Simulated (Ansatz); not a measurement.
C2H5AlClN (`[CH3][AlH][C](=N)Cl`), relaxed with RKS PBE-D4/def2-SVP in the Gaussian-basis code of Ansatz from a rough embedded geometry. The force threshold is 0.03 eV/Å; the program also tests the step.

Charge 0, multiplicity 1.

Start:

```xyz
10

C     0.438    1.717   -0.582
Al   -0.473    0.013   -0.445
C     0.145   -1.332    0.854
N    -0.488   -2.566    0.957
Cl    1.496   -1.009    1.892
H     0.002    2.391   -1.304
H     1.523    1.563   -0.793
H     0.399    2.230    0.460
H    -1.750   -0.277   -1.386
H    -1.291   -2.729    0.347
```

```
step  energy (eV)  largest force (eV/Å)  largest move (Å)
   1  -22741.9128                 5.644             0.000
   2  -22742.3858                 2.467             0.151
   3  -22742.4326                 0.752             0.079
   4  -22742.4549                 0.420             0.079
   5  -22742.4689                 0.450             0.065
   6  -22742.4748                 0.157             0.031
   7  -22742.4763                 0.119             0.022
   8  -22742.4773                 0.027             0.039
```

End:

```xyz
10

C     0.461    1.734   -0.538
Al   -0.509    0.042   -0.472
C     0.028   -1.418    0.791
N    -0.440   -2.578    1.012
Cl    1.466   -0.923    1.778
H     0.076    2.433   -1.308
H     1.541    1.557   -0.731
H     0.411    2.243    0.450
H    -1.780   -0.345   -1.373
H    -1.254   -2.745    0.391
```

It took 4.8 s on 4 threads of an INTEL XEON PLATINUM 8581C on a shared host, with 0.17 GiB of host memory at the peak.
